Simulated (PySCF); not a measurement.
Input file for PySCF: R-HF/3-21G on silylarsine (SMILES [SiH3][AsH2]), a point of a torsion scan.

```python
from pyscf import gto, scf, dft, mp
from pyscf.data.elements import chemcore

mol = gto.M(
    atom='''
    Si   -0.82573561    0.10216380   -0.04166866
    As    1.49070214    0.18785000   -0.26004634
    H    -1.47479146   -0.86861023   -0.93031302
    H    -1.38596338    1.42073136   -0.37044845
    H    -1.23289453   -0.21489101    1.33222520
    H     1.51654285   -0.86864550   -1.32551178
    H     1.70239528   -0.88478904    0.76905890
    ''',
    basis='3-21g',
    charge=0, spin=0, verbose=3, max_memory=1800)
mf = scf.RHF(mol)
mf.conv_tol = 1e-8
mf.max_cycle = 100
mf.kernel()
if not mf.converged:
    mf = mf.newton().run(mf.mo_coeff, mf.mo_occ)
```

It printed:

```
converged SCF energy = -2513.68432530198
```

Self-consistency was reached.

Cost: about 0.25 core-seconds (a rough figure).
